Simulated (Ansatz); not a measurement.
Two members of one family (Oligo(selenophene), donor-acceptor), computed with Ansatz in the gas phase. Binding counts from free atoms in the multiplicity of their measured ground term, without zero-point energy. Sets without diffuse functions give affinities that are too small. A dash marks a value that wasn't run or was left out as unsound. The structures are stationary points that may keep the symmetry of their start. Remarks come from the PBE and PBE0 runs and from stability tests at other levels; not every state was tested. A HOMO above zero means that the electron is unbound at that level and held by the basis, or that self-interaction error raises the level; the energy of removing that electron tells which.

First: CN(C)c1ccc(-c2ccc(-c3ccc(C#N)[se]3)[se]2)[se]1 (singlet, charge 0, r2SCAN-D4/def2-SVP geometry).

Cartesian coordinates in Å:
```
C -2.344 5.069 1.117
N -1.460 4.821 0.000
C -1.052 5.882 -0.896
C -0.935 3.581 -0.190
C -0.044 3.170 -1.181
C 0.315 1.805 -1.119
C -0.244 1.048 -0.102
C -0.071 -0.334 0.210
C -0.642 -1.075 1.240
C -0.280 -2.436 1.297
C 0.603 -2.878 0.322
C 1.147 -4.186 0.123
C 2.034 -4.617 -0.860
C 2.400 -5.977 -0.809
C 1.824 -6.707 0.220
C 2.000 -8.070 0.518
N 2.133 -9.202 0.784
Se 0.694 -5.618 1.265
Se 1.057 -1.442 -0.826
Se -1.384 2.145 0.954
H -3.231 4.408 1.078
H -2.693 6.109 1.085
H -1.837 4.902 2.086
H -1.573 6.808 -0.624
H 0.036 6.064 -0.842
H -1.304 5.637 -1.944
H 0.345 3.846 -1.943
H 1.006 1.359 -1.842
H -1.332 -0.624 1.959
H -0.671 -3.110 2.066
H 2.419 -3.936 -1.624
H 3.087 -6.441 -1.521
```

```tsv
level	HOMO (eV)	LUMO (eV)	gap (eV)	vertical IE (eV)	vertical EA (eV)	vertical triplet (eV)	binding per atom (eV)
PBE-D4/def2-SVP	-4.36	-2.75	1.61	–	–	–	5.11
PBE-D4/def2-TZVP	-4.46	-2.88	1.57	6.21	1.23	1.49	5.04
r2SCAN-D4/def2-TZVP	-4.58	-2.87	1.71	–	–	–	4.85
PBE0-D4/def2-SVP	-5.17	-2.28	2.89	–	–	–	4.97
PBE0-D4/def2-TZVP	-5.20	-2.36	2.84	6.36	1.27	1.59	4.90
```

Remarks: HOMO above zero (-1 doublet).

Second: CN(C)c1ccc(-c2ccc(-c3ccc(-c4ccc(C#N)[se]4)[se]3)[se]2)[se]1 (singlet, charge 0, r2SCAN-D4/def2-SVP geometry).

```xyz
39

C    -6.3633   -2.5030    2.1201
N    -6.4016   -1.0575    2.1055
C    -7.6815   -0.3819    2.1672
C    -5.3333   -0.3548    1.6278
C    -5.2657    0.9999    1.3169
C    -3.9995    1.4483    0.8786
C    -2.9909    0.4995    0.7917
C    -1.6334    0.6832    0.3768
C    -1.0099    1.8687   -0.0071
C     0.3432    1.7591   -0.3791
C     0.9028    0.4879   -0.3161
C     2.2324    0.0686   -0.6199
C     2.7800   -1.2101   -0.5602
C     4.1368   -1.3176   -0.9223
C     4.7679   -0.1376   -1.2946
C     6.1229    0.0670   -1.7067
C     6.7449    1.2553   -2.0801
C     8.1039    1.1556   -2.4402
C     8.6394   -0.1229   -2.3717
C     9.9554   -0.5234   -2.6679
N    11.0455   -0.8676   -2.9126
Se    7.3442   -1.3670   -1.8027
Se    3.5448    1.3023   -1.1927
Se   -0.4058   -0.7464    0.2746
Se   -3.6661   -1.1935    1.3190
H    -6.4065   -2.9446    1.1050
H    -7.2083   -2.8855    2.7078
H    -5.4361   -2.8509    2.6075
H    -7.5927    0.5509    2.7471
H    -8.0738   -0.1269    1.1632
H    -8.4070   -1.0306    2.6756
H    -6.1250    1.6673    1.3998
H    -3.8202    2.4928    0.6100
H    -1.5429    2.8222   -0.0178
H     0.9325    2.6251   -0.6979
H     2.1859   -2.0742   -0.2513
H     4.6681   -2.2744   -0.9107
H     6.2057    2.2070   -2.0915
H     8.7073    2.0100   -2.7516
```

Q: Estimate the same table for the second.

A: 
```json
{"level": "PBE-D4/def2-SVP", "HOMO (eV)": "-4.29", "LUMO (eV)": "-2.92", "gap (eV)": "1.37", "vertical IE (eV)": "–", "vertical EA (eV)": "–", "vertical triplet (eV)": "–", "binding per atom (eV)": "5.18"}
{"level": "PBE-D4/def2-TZVP", "HOMO (eV)": "-4.38", "LUMO (eV)": "-3.04", "gap (eV)": "1.33", "vertical IE (eV)": "5.94", "vertical EA (eV)": "1.58", "vertical triplet (eV)": "1.29", "binding per atom (eV)": "5.11"}
{"level": "r2SCAN-D4/def2-TZVP", "HOMO (eV)": "-4.49", "LUMO (eV)": "-3.04", "gap (eV)": "1.45", "vertical IE (eV)": "–", "vertical EA (eV)": "–", "vertical triplet (eV)": "–", "binding per atom (eV)": "4.91"}
{"level": "PBE0-D4/def2-SVP", "HOMO (eV)": "-5.05", "LUMO (eV)": "-2.50", "gap (eV)": "2.56", "vertical IE (eV)": "–", "vertical EA (eV)": "–", "vertical triplet (eV)": "–", "binding per atom (eV)": "5.03"}
{"level": "PBE0-D4/def2-TZVP", "HOMO (eV)": "-5.08", "LUMO (eV)": "-2.57", "gap (eV)": "2.51", "vertical IE (eV)": "6.12", "vertical EA (eV)": "1.59", "vertical triplet (eV)": "1.43", "binding per atom (eV)": "4.96"}
```
